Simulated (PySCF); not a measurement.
Frontier orbitals and the lowest excitations

Compound: C3H12NOSi (charge +1).
SMILES with atom numbers: `[CH3:1][NH+:2]([CH3:3])[CH2:4][O:5][SiH3:6]` (hydrogens: H7, H8, H9 on C1; H10 on N2; H11, H12, H13 on C3; H14, H15 on C4; H16, H17, H18 on Si6)

Cartesian coordinates in Å at the GFN2-xTB level; atoms count from 1:
```
atom  x, y, z in Å
C1    -1.6004   -0.3155   -1.5520
N2    -0.8141    0.2928   -0.4681
C3    -1.5665    0.3341    0.8000
C4     0.5131   -0.3833   -0.2668
O5     1.2463    0.4137    0.5523
Si6    2.8064    0.1942    1.1219
H7    -2.5424    0.2170   -1.6724
H8    -1.0517   -0.2764   -2.4914
H9    -1.8140   -1.3557   -1.3104
H10   -0.5851    1.2640   -0.7169
H11   -2.4500    0.9603    0.6946
H12   -1.8728   -0.6741    1.0743
H13   -0.9280    0.7410    1.5829
H14    0.3229   -1.3741    0.1693
H15    0.9833   -0.5069   -1.2527
H16    2.8442    1.4139    1.9020
H17    2.8185   -1.0616    1.8651
H18    3.6815    0.1229   -0.0434
```

Theory: TDDFT B3LYP/def2-SVPD, vertical, gas phase, core orbitals frozen in the response (PySCF 2.14.0, density-fitted response routines).

Frontier orbitals with the atoms that hold most of them (Löwdin shares over 4%, at most four atoms; ? is withheld):

| orbital | ε (eV) | atoms |
| --- | --- | --- |
| HOMO-3 | -14.45 | O5 43%, Si6 18%, H16 13%, N2 8% |
| HOMO-2 | -14.00 | O5 26%, Si6 26%, H18 14%, H17 12% |
| HOMO-1 | -13.00 | Si6 30%, H16 24%, O5 24%, H17 9% |
| HOMO | -12.35 | ? |
| LUMO | -4.32 | ? |
| LUMO+1 | -3.89 | Si6 33%, H17 10%, H18 9%, H16 8% |
| LUMO+2 | -3.28 | H9 15%, H10 14%, H14 14%, H12 11% |

Question: Which atoms hold the LUMO, and with what shares?

Answer: H10 (bonded to N) 22%; C1 (bonded to N and 3 H) 11%; N2 (bonded to 3 C and H) 11%; C3 (bonded to N and 3 H) 9%. By element: hydrogen 22% or more, carbon 20% or more, nitrogen 11%.

Question: Which atoms hold the HOMO, and with what shares?

Answer: O5 (bonded to C and Si) 42%; Si6 (bonded to O and 3 H) 19%; H18 (bonded to Si) 13%; H17 (bonded to Si) 12%. By element: oxygen 42%, hydrogen 25% or more, silicon 19%.

Question: How does S1 compare with the orbital gap of 8.03 eV?

Answer: S1 is at 7.10 eV (f = 0.0044), 0.93 eV below the gap, made of HOMO→LUMO (79%), HOMO→LUMO+1 (20%). 

Question: Give energy, strength and leading configuration of S1, S2 and S3, and follow the Löwdin shares of the leading atoms from the occupied to the empty orbital.

Answer: 
- S1 (7.10 eV, f 0.0044), HOMO→LUMO (79%): O5 42% → at most 9%, Si6 19% → at most 9%, H10 at most 13% → 22%, C1 at most 13% → 11%
- S2 (7.38 eV, f 0.0018), HOMO→LUMO+1 (79%): O5 42% → at most 9%, Si6 19% → 33%, H17 12% → 10%
- S3 (7.84 eV, f 0.025), HOMO-1→LUMO (71%): Si6 30% → at most 9%, H16 24% → at most 9%, H10 at most 10% → 22%, C1 at most 10% → 11%

Löwdin shares depend on the basis, the more so with diffuse functions.

One conformer stands for the species.
